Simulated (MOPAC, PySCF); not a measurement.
The same groups moved round the core (thiophene amino). All species are isolated molecules in the gas phase. One relaxed conformer stands for each flexible species; it need not be the lowest. Strings in code marks are SMILES.

Quantity: electronic energy of isomers of C4H5NS relative to `Nc1ccsc1`, in kJ/mol. Semi-empirical values (MOPAC) are differences of heats of formation.

Level 1: PBE-D3(BJ)/def2-TZVP // B3LYP-D3(BJ)/def2-TZVP (PySCF)
Level 2: PBE/6-31G* // B3LYP-D3(BJ)/def2-TZVP (PySCF)
Level 3: HF/3-21G // B3LYP-D3(BJ)/def2-TZVP (PySCF)
Level 4: PM6 // B3LYP-D3(BJ)/def2-TZVP (MOPAC)

```csv
species,level 2,level 3,level 4
`Nc1cccs1`,4.97,-2.61,-7.37
```

What does level 1 give for each?


- `Nc1cccs1`: 6.48
